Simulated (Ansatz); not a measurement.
Species: sum formula LiOH, net charge 1, doublet state. 
Structure (B3LYP-D3(BJ)/def2-TZVP (Ansatz, an electronic-structure program) minimum search):
```xyz
3

Li    -1.0256    -0.6388    -0.8692
O      0.2860     0.1304     0.2461
H      0.7891     0.8732     0.6391
```
Charge +1, spin multiplicity 2.

Basis-set convergence of Hartree-Fock and MP2 correlation energies (hartree) with Ansatz. Valence correlation only, unless marked. Open shells are spin-unrestricted. Spin-orbit coupling is left out. Non-relativistic.

```
basis        functions      E(HF)  E(corr, MP2)
-----------  ---------  ---------  ------------
def2-SVPD           43  -82.60529      -0.15602
def2-TZVPPD         79  -82.69910      -0.19787
def2-QZVPPD        134  -82.70275      -0.21529
```

Extrapolating the two largest sets (X = 3 and 4) as X^-3: E(corr) = (64·(-0.21529) - 27·(-0.19787))/37 = -0.2280 Eh, an estimate of the basis-set limit. The largest set recovers 94.4 % of it, the smallest 68.4 %.
